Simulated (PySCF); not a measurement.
**Working out the electron affinity of I**

I⁻ [Xe] (1S) → I [Kr] 4d10 5s2 5p5 (2P). Calculation: PySCF 2.14, in aug-cc-pVDZ-PP with ECP28MDF (5s4p3d, 32 functions); a scalar-relativistic core potential. Frozen: 4s2 4p6 4d10. Energies in hartree (1 hartree = 27.21139 eV):

| part | I⁻ (lower) | I (upper) |
| --- | --- | --- |
| UHF | -294.741825 | -294.653725 |
| MP2 opposite-spin | -0.079564 | -0.061140 |
| MP2 same-spin | -0.029906 | -0.020893 |

**Question.** What does Hartree-Fock give?

**Answer.** (-294.653725) − (-294.741825) = 0.088100 hartree = 2.397 eV.

**Question.** What do MP2 and SCS-MP2 (6/5 opposite-spin, 1/3 same-spin) give?

**Answer.** The opposite-spin parts differ by 0.501 eV and the same-spin parts by 0.245 eV. MP2: 2.397 + (0.501) + (0.245) = 3.143 eV. SCS-MP2: 2.397 + 1.2 × (0.501) + (0.245)/3 = 3.080 eV.

Reference: 3.059 eV (measured; photodetachment measurements, as compiled on the Wikipedia data page of electron affinities), between the lowest levels; spin-orbit coupling is absent from the calculation.

A double-zeta basis recovers only part of the correlation energy.

What remains against the reference includes basis incompleteness, the frozen core and correlation beyond second order.
